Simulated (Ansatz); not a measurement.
# An elementary step

Start structure (SiHF3, closed shell), relaxed at PBE0-D4/def2-TZVP:

Si1  (-0.957, -0.329, 0.756)
F2  (-0.038, -1.392, -0.055)
H3  (0.708, 0.382, -1.348)
F4  (0.155, 0.277, 1.742)
F5  (0.132, 1.062, -1.094)
(Å)

The step: SiF₂ + HF → SiF₂ + HF; bonds formed: Si1–F5, F2–H3; bonds broken: Si1–F2, H3–F5. Program: Ansatz 0.2.0. Basis: def2-TZVPP and def2-QZVPP. Cores are frozen in the correlated methods. Extrapolation: Hartree–Fock as exp(−7.88 √X), correlation as X^−2.97. Energies below are by CCSD(T) at an estimated basis limit (MP2 extrapolated from triple and quadruple zeta, plus CCSD(T) − MP2 in triple zeta).

What are the electronic barrier and the energy of the step, from the start structure to the end structure? (To be estimated.)

By the calculation: Barrier 62.3 kJ/mol; step energy 0.0 kJ/mol (both ends alike: a degenerate step); reverse barrier, their difference, 62.3 kJ/mol. Barrier and step energy count from the start structure, the reverse barrier from the end structure.

The saddle point: One imaginary mode of 616i cm⁻¹.
```
  pair  start (Å)  saddle (Å)  end (Å)
Si1–F5       2.56        1.88     1.62
 F2–H3       2.32        1.16     0.93
Si1–F2       1.62        1.88     2.56
 H3–F5       0.93        1.16     2.32
```

Zero-point energy (harmonic, PBE0-D4): ZPE is 42.5 kJ/mol at the start and 38.4 kJ/mol at the saddle, so the barrier goes from 62.3 to 58.3 kJ/mol.

The T1 diagnostic stays at or below 0.014.

For scale, one of the runs: CCSD(T)/def2-TZVPP, 149 basis functions, launched by `ansatz run in.yaml --threads 2 --pin off --events-out ev --progress --plain --max-ram 4352MiB`. The run took 26 s on 2 CPU threads of an Arm Neoverse V2 (shared host), with 1 GiB of host memory at its peak.
